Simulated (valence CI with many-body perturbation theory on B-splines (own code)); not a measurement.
Gd LI: key properties

Level of theory: valence CI with perturbative core correlation (CI+MBPT): four valence electrons over a frozen Dirac-Fock core [Ne], radial functions for each j: 11 s, 11 p, 10 d, 8 f, 5 g, 2 h, with the one-electron correlation potential Σ1, the two-electron term Σ2, the three-electron term Σ3, Breit, model QED; selected CI, second order for the rest, scaled by the run's own slope (own B-spline code, finite nucleus).

No measured spectrum was set against this ion. As an estimate, large intervals hold to a few tenths of a per cent, small ones and those within an open d or f shell to about a per cent. Among the levels kept, up to 600 cm⁻¹ of a level comes from second order outside the variational space, and about a tenth of that is noise between levels of different J, which matters for small intervals.

Levels are named by their leading jj configuration (3d3/2^4 stands for four electrons in 3d with j = 3/2), which in mixed levels can hold well under half, so a name can repeat and another be missing.

Rates and lifetimes use the calculated energies. Strong lines usually hold to 10 to 20 %, long lifetimes can be off by a factor of two.

What is the ground level?

(3s^2 3p1/2^2) J=0, composition 70 % 3s²3p² ³P + 29 % 3s²3p² ¹S.

How well does LS coupling describe the low levels?

Among the lowest 20 levels the leading LS term, summed over configurations, holds 58 % on average. For single configurations the figures are 56 % in LS and 92 % in jj coupling. Terms mix most in the J = 2 level at 496.5 eV, where the leading one holds 29 %.

Where does the other parity begin?

At (3s 3p1/2^2 3p3/2) J=2, 304.5 eV.

What is the ionisation energy?

4579.8 eV; NIST lists 4578 ± 4 eV (theoretical).

Name the longest-lived excited levels whose lifetime is computed, and their main decay.

(3s^2 3p1/2 3p3/2) J=2 at 178.9 eV lives 3.44 μs, mostly by E2 to (3s^2 3p1/2^2) J=0; (3s^2 3p3/2 3d5/2) J=4 at 577.0 eV lives 32.9 ns, mostly by M1 to (3s^2 3p1/2 3d5/2) J=3; (3s^2 3p1/2 3p3/2) J=1 at 171.0 eV lives 30.6 ns, mostly by M1 to (3s^2 3p1/2^2) J=0.
